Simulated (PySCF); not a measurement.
Electron correlation in Sb³⁺ (antimony, charge +3)

[Kr] 4d10 5s2, closed-shell 1S. Calculation: PySCF 2.14, in def2-QZVPPD with the def2 core potential (28 electrons); scalar relativity through the core potential. Frozen: nothing; 20 electrons correlated.

```tsv
level	correlation energy (mhartree)
CCSD	-587.47
(T)	-11.66
CCSD(T)	-599.13
```

Diagnostics: T1 = 0.0059, D1 = 0.0226, largest double amplitude 0.073.

Q: Is a single reference adequate?

A: Mostly. T1 lies below 0.03, but a double amplitude of this size points to a near-degeneracy that CCSD handles and MP2 describes poorly.

The basis has no tight functions for the innermost shells, so their pair energies are far from complete.

This basis was not built for core-valence correlation, so the inner-shell part is incomplete.
